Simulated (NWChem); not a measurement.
# C$_{3}$H$_{5}$Br; SMILES C=C(C)Br

Computed with NWChem. Pople sets run with spherical d functions. Medium grid unless said otherwise, to which SCAN and Minnesota functionals are sensitive. All runs use the structure optimised with PBE0/def2-SVP. Hybrids' shares of exact exchange are those that their runs print; pure functionals count as 0. The functionals differ in more than this share.

```
row                  share of exact exchange  orbital gap (eV)
-------------------  -----------------------  ----------------
PBE/6-31G*                              0.00              5.13
OLYP/6-31G*                             0.00              5.18
TPSSh/6-31G*                            0.10              6.20
B3LYP/6-31G*                            0.20              6.88
PW6B95/6-31G*                           0.28              7.49
MPW1K/6-31G*                            0.43              8.90
MN15/6-31G*                             0.44              8.67
Hartree-Fock/6-31G*                     1.00          withheld
```

Problem. Fit a straight line of the last column on the one before it, predict the withheld value, and compare with the run.

Solution. 
1. Means of the 7 shown rows: x = 0.207, y = 6.921. Slope Σ(x − x̄)(y − ȳ)/Σ(x − x̄)² = 1.699/0.2065 = 8.226; intercept 5.217.
2. The shown rows scatter about the line by 0.110 (root mean square); the largest residual is -0.17, at MN15/6-31G*.
3. At x = 1.00 (Hartree-Fock/6-31G*; beyond the shown range) the line gives 13.44.
4. The run gives 13.92, +0.48 from the line, 4.4 times the scatter.
